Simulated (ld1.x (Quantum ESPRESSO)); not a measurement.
LDA (PZ) ultrasoft dataset for zinc, fully relativistic all-electron reference.

- Element: zinc
- Generator: ld1.x (Quantum ESPRESSO) 7.5
- Type: ultrasoft
- Functional: LDA (PZ)
- Relativity: fully relativistic
- Frozen core: [Ne]
- Valence charge: 20
- Reference configuration: 3s2 3p6 3d10 4s2 4p0
- Partial waves: 3s (bound): rcut 0.90, rcutus 0.95 bohr; 4s (bound): rcut 0.90, rcutus 0.95 bohr; 3p (bound): rcut 1.30, rcutus 1.40 bohr; 4p (bound, empty): rcut 1.30, rcutus 1.40 bohr; 3d (bound): rcut 0.85, rcutus 0.95 bohr; 3d channel at -0.4 Ry: rcut 0.85, rcutus 0.95 bohr
- Local potential: all-electron potential smoothed inside 0.75 bohr (lloc = -1)
- Core correction: a·sin(br)/r model core inside 0.85 bohr
- Augmentation charge: built from norm-conserving waves at rcut, not smoothed further

Open shells are filled in proportion to 2j + 1 (rel_dist='average').

Calculated quality:

```
Configuration tests                       : 1 of 7 tests not solved or not reliable; not counted: 3s2 3p6 3d9 4s2 4p1 (solver errors, printed error -5540 eV)
Lowest eigenvalue of the overlap operator : -2.07 (p1/2 channel); it is negative, so in a basis up to 400 Ry S is not positive definite and the file is unfit for use
```

A Bessel basis up to 400 Ry misses an occupied level by 1.96 Ry, so cutoffs and ghosts were not judged. Its overlap operator is not positive definite in a basis up to 400 Ry (lowest eigenvalue p1/2 -2.07, p3/2 -1.98), so the file is unfit for use: the generalised eigenproblem breaks down once the basis is large enough, and its test numbers describe a broken file. The potential misses its own reference levels by up to 1.8 eV, so it is not fit for use.

Generation and tests took about 7.2 s on one core of a shared server CPU.
